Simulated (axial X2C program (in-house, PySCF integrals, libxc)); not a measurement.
Low determinants of TaCl at the PBE0 level, without spin–orbit coupling

Computed with an axial X2C code built on PySCF integrals. Spin-free means the one-electron spin-free X2C Hamiltonian. Basis: Ta dyall-cv3z [13s14p9d7f4g], Cl dyall-av3z [9s8p3d2f] (cores contracted in-house); Gaussian nuclei, density fitting, unrestricted open shells. Masses: Ta 180.948 u, Cl 34.969 u.

Search at 2.284 Å (vertical energies from the lowest determinant):

| ΔE (eV) | state | electrons beyond evenly filled partner blocks | electrons in σ, π, δ, φ |
| --- | --- | --- | --- |
| 0.00 | M_S = 2, Λ = 1 | σα, π+α, δ+α, δ-α | 35 37 14 4 |
| 0.12 | M_S = 1, Λ = 0 | δ+α, δ-α | 36 36 14 4 |
| 0.26 | M_S = 2, Λ = 2 | σα, π+α, π-α, δ+α | 35 38 13 4 |
| 0.33 | M_S = 1, Λ = 3 | π+α, δ+α | 36 37 13 4 |
| 0.42 | M_S = 2, Λ = 0 | 2 × σα, δ+α, δ-α | 36 36 14 4 |
| 0.44 | M_S = 1, Λ = 1 | π-α, δ+α | 36 37 13 4 |
| 1.11 | M_S = 2, Λ = 3 | 2 × σα, π+α, δ+α | 36 37 13 4 |

Lowest determinant, M_S = 2, Λ = 1 (beyond evenly filled blocks: σα, π+α, δ+α, δ-α): Re = 2.277 Å, ωe = 381.9 cm⁻¹.

The determinant in row 2 of the search, M_S = 1, Λ = 0 (beyond evenly filled blocks: δ+α, δ-α), was followed along the bond at PBE0; measured from the minimum of the lowest determinant it gives:

Te = 0.099 eV (795 cm⁻¹), Re = 2.230 Å, ωe = 396.4 cm⁻¹.

Problem. Compare the bond of the determinant in row 2 with that of the lowest one.

Solution. At PBE0 its Re is 0.047 Å shorter and its force constant, which goes as ωe², is 1.08 times that of the lowest determinant. This determinant mixes spin states, so it has no term energy of its own.

The search compares states at one distance, so a state with another bond length can lie lower; it is not exhaustive and yields mostly the lowest determinant of each block pattern, so other components and higher states of one pattern are missing. These are energies of single determinants, not of spin-adapted states; PBE0 term energies can be off by some tenths of an eV, and the functional has no current term. The lowest determinant need not be the ground state where others lie within half an eV. Spin–orbit coupling is large for these atoms, so the spin-free order is a model. Row 2 is spin-contaminated (⟨S²⟩ = 2.37 against 2.00), so its values are not those of a pure state.
